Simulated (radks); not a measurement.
Values are calculated unless marked as measured or tabulated.
Correlation energies from several functionals, in hartree. Species: Cr+ [Ar] 3d5; Sb [Kr] 4d10 5s2 5p3. Code: a radial shooting solver on a logarithmic mesh with Libxc functionals. Model: non-relativistic Kohn-Sham, LDA (Slater exchange, Perdew-Wang correlation), spin-polarised, spherical densities, point nucleus. Every spin shell is full or empty, so the densities are truly spherical. Functionals are evaluated on that one density, not self-consistently.

functional       Cr+       Sb
PW92         -1.9205  -4.8336
PZ           -1.9103  -4.8305
PBE         -0.97638  -2.7012
PBEsol       -1.1259  -3.0580
P86          -1.1044  -3.0642
AM05         -1.7604  -4.5053
OP (B88)    -0.96913  -2.4755
TPSS        -0.97869  -2.7015
Tao-Mo      -0.91863  -2.6080
